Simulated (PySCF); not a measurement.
Isomers of C3H4F4O, one GFN2-xTB conformer each. Single-point energies are computed at PBE0/pcSseg-1 (PySCF, gas phase, no added dispersion term), electronic only.

```json
{"SMILES": "CO[C@@H](F)C(F)(F)F", "GFN2-xTB relative energy (kcal/mol)": "2.9"}
{"SMILES": "COC(F)(F)C(F)F", "GFN2-xTB relative energy (kcal/mol)": "0.0"}
{"SMILES": "OC[C@@H](F)C(F)(F)F", "GFN2-xTB relative energy (kcal/mol)": "4.3"}
```

Conformers: `[CH3:1][O:2][C@@H:3]([F:4])[C:5]([F:6])([F:7])[F:8]` with C1–O2–C3–F4 69°; `[CH3:1][O:2][C:3]([F:4])([F:5])[CH:6]([F:7])[F:8]` with C1–O2–C3–F4 55°, O2–C3–C6–F7 -59°; `[OH:1][CH2:2][C@@H:3]([F:4])[C:5]([F:6])([F:7])[F:8]` with H–O1–C2–C3 58°, O1–C2–C3–F4 -66°.

Q: What does PBE0/pcSseg-1 give for the same structures?

A: 
```csv
SMILES,PBE0/pcSseg-1 E (Eh),PBE0/pcSseg-1 (kcal/mol),GFN2-xTB (kcal/mol),point group
OC[C@@H](F)C(F)(F)F,-590.68124,0.0,4.3,C1
CO[C@@H](F)C(F)(F)F,-590.67849,1.7,2.9,C1
COC(F)(F)C(F)F,-590.67781,2.2,0.0,C1
```

GFN2-xTB puts COC(F)(F)C(F)F lowest instead; measured from each level's own lowest isomer, the values differ by up to 4.3 kcal/mol (OC[C@@H](F)C(F)(F)F: 4.3 against 0.0). As drawn, the lowest has an O–H bond, which the highest lacks. Neighbours under 2.5 kcal/mol apart (OC[C@@H](F)C(F)(F)F and CO[C@@H](F)C(F)(F)F; CO[C@@H](F)C(F)(F)F and COC(F)(F)C(F)F) can change places with a better method, another conformer or zero-point energy.

Q: Which frontier levels, dipoles and rotational constants go with these structures?

A: 
```
             SMILES  HOMO (eV, PBE0/pcSseg-1)  LUMO (eV)  dipole (D)     A, B, C (MHz)
OC[C@@H](F)C(F)(F)F                     -8.46       1.13        2.47  2849, 1754, 1481
CO[C@@H](F)C(F)(F)F                     -9.08       1.29        3.27  3334, 1509, 1302
     COC(F)(F)C(F)F                     -9.49       1.56        2.87  3335, 1597, 1364
```

Q: As an exercise, what shares would exp(−E/RT) give at 1000 K from these electronic energies alone (no entropy, no degeneracies)?

A: RT = 1.987 kcal/mol: OC[C@@H](F)C(F)(F)F 56.9 %, CO[C@@H](F)C(F)(F)F 23.8 %, COC(F)(F)C(F)F 19.3 %.
